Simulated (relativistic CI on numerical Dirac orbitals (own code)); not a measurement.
**One change at a time: N**

Base calculation: Dirac-Coulomb-Breit CI, KLI orbitals optimised for each configuration, QED by a radiative potential, valence Slater integrals scaled by 0.85, P86 correlation energy added to each configuration.

Configurations in the expansion (outside the closed core 1s2): 2s²2p³, 2s²2p²3s, 2s2p⁴, 2s²2p²3p, 2s²2p²4s, 2s²2p²3d, 2p⁵, 2s²2p²4p, 2s²2p²4d, 2s²2p²4f, 2s²2p3s², 2s²2p3s3p. Levels of other configurations are missing.

The lowest level and the first level of each name with at least 55 % of one term (blank where a level has no safe partner in the second run):

```
          Level  Base (cm⁻¹)  Shift (cm⁻¹)
  2s²2p³ ⁴S°3/2          0.0           0.0
  2s²2p³ ²D°5/2      19244.4        -210.3
  2s²2p³ ²D°3/2      19253.8        -209.9
  2s²2p³ ²P°3/2      26306.9       +5436.3
  2s²2p³ ²P°1/2      26307.6       +5432.0
 2s²2p²3s ⁴P1/2      83320.8         -42.3
 2s²2p²3s ⁴P3/2      83365.0         -40.4
 2s²2p²3s ⁴P5/2      83430.8         -37.2
 2s²2p²3s ²P1/2      85468.8         -23.0
 2s²2p²3s ²P3/2      85553.2         -22.0
2s²2p²3p ²S°1/2      93406.3        -188.2
    2s2p⁴ ⁴P5/2      93492.2        +162.8
    2s2p⁴ ⁴P3/2      93553.1        +166.5
    2s2p⁴ ⁴P1/2      93583.0        +168.5
2s²2p²3p ⁴D°1/2      94157.1        -238.4
2s²2p²3p ⁴D°3/2      94179.7        -238.4
2s²2p²3p ⁴D°5/2      94217.5        -238.4
2s²2p²3p ⁴D°7/2      94269.8        -238.2
2s²2p²3p ⁴P°1/2      94725.2        -260.0
2s²2p²3p ⁴P°3/2      94744.2        -260.1
2s²2p²3p ⁴P°5/2      94783.0        -259.9
2s²2p²3p ²D°3/2      95865.9        -216.4
```

Correlation outside the listed configurations is missing or only estimated: errors of thousands of cm⁻¹ between configurations and terms are usual at this charge. Rates and lifetimes follow the computed energies and can be off by large factors. The fine structure of a lone outer electron comes out too small, for d and f at times inverted, and misplaced configurations move strength between like terms. 40 of the 40 excited levels that our extract of the measured tables holds in this range could be paired (the sources list more); they are missed by 1049 cm⁻¹ on average and 5412 at most, and levels without a partner can miss by more.

(1) One thing was changed in a second run, which moved the levels as shown. Which?
A. valence Slater integrals scaled by 0.75
B. QED terms removed
C. only the first 3 configurations
D. Slater integrals left unscaled
E. configuration mixing switched off
F. Breit term removed

Answers

(1) E. Configuration mixing switched off. Without mixing, levels that were pushed by configurations of the same parity and J return to their single-configuration places.
